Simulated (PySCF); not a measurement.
Computed IR spectrum (relative IR intensity) of a molecule C4H7NSi. Geometry: PBE-D3(BJ)/def2-SVP. One conformer was computed; it need not be the lowest. Method: PySCF with PBE-D3(BJ)/def2-SVP. Frequencies are harmonic and unscaled.

Lines under 2 % of the strongest are left out, and lines within 2 cm⁻¹ are merged.

```
ν (cm⁻¹)  relative intensity
--------  ------------------
209                      9.3
264                      3.1
287                      3.5
438                      5.0
452                       69
511                       44
537                       10
607                       13
624                      4.0
629                       14
821                      2.7
867                      100
878                       44
897                       16
912                       14
1158                     2.9
1369                     3.3
1501                      12
2125                     3.4
2161                      45
2177                      46
3059                     3.1
3407                      35
3476                     8.5
3568                     8.9
```

Q: Pick the molecule that these values belong to.
(A) N#C[C@H]1C[C@H]1[SiH3]
(B) C#C[SiH]1CNC1
(C) C#CC(=C)[SiH2]N
(D) C=C[SiH2]CC#N

A: C, C#CC(=C)[SiH2]N
